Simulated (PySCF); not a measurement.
Mo(NMe)(S)(F)2 (CH₃F₂MoNS), SMILES C[N]=[Mo]([F])([F])=[S], multiplicity 1.

The structure is a stationary point at PBE-D3(BJ)/def2-SVP. The multiplicity is an assumed one; no other spin state was optimised. The structure was generated by enumeration; whether it is a known compound was not checked. The def2 effective core potentials stand for the cores of Mo; spin–orbit coupling is left out.

Two levels are set side by side: TDA-PBE/def2-SVPD (PySCF) and TDA-CAM-B3LYP/def2-SVPD (PySCF). Vertical, same geometry. The lowest singlet is HOMO→LUMO+1 97 % with PBE and HOMO→LUMO+1 96 % with the other functional; states are paired by order. Differences are taken from unrounded values.

```csv
quantity,TDA-CAM-B3LYP
lowest singlet excitation (eV),3.08
lowest triplet excitation (TDA) (eV),2.59
```

Question: What does TDA-PBE give, and how far is it from TDA-CAM-B3LYP? (An estimate is asked for; the answer gives what the named calculation found.)

Answer: 
| quantity | TDA-PBE | TDA-PBE minus TDA-CAM-B3LYP |
|---|---|---|
| lowest singlet excitation (eV) | 3.14 | 0.06 |
| lowest triplet excitation (TDA) (eV) | 2.60 | 0.02 |

Here PBE gives about what the other level gives.

Rough cost on one machine, each run with all the roots and properties that it gave: TDA-CAM-B3LYP against TDA-PBE about 5 times.
